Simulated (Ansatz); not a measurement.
C2H5ClSn (`C=[CH][SnH2][Cl]`). Charge 0, multiplicity 1. Sn: def2 effective core potential.

Z-matrix (Å, degrees):
```
Sn
C 1 2.113
Cl 1 2.341 2 107.2
H 1 1.703 2 114.2 3 115.5
H 1 1.704 2 110.2 3 -115.6
C 2 1.327 1 121.6 3 117.4
H 2 1.087 1 118.7 3 -62.5
H 6 1.087 2 121.7 1 179.9
H 6 1.087 2 122.5 1 -0.3
```

(1) List the harmonic frequencies (cm⁻¹, unscaled) at PBE0-D4/def2-TZVP in Ansatz. (Estimate.)

(2) Is this a minimum?

(3) Give the ideal-gas thermochemistry at 298.15 K and 1 bar (rigid rotor, harmonic oscillator; point group C1, symmetry number 1).

Answers

(1) Computed: 55, 115, 227, 364, 400, 477, 521, 569, 641, 697, 1001, 1008, 1036, 1271, 1437, 1664, 1955, 1963, 3125, 3166, 3207.

(2) Yes, all 21 modes are real.

(3) Zero-point energy 148.9 kJ/mol; H(298) − E = 168.6 kJ/mol; entropy 350.1 J/(mol·K), of which translation 173.8, rotation 115.1, vibration 61.1; G(298) − E = 64.2 kJ/mol. Modes under 100 cm⁻¹ are hindered rotations or soft bends, so the harmonic entropy is rough.
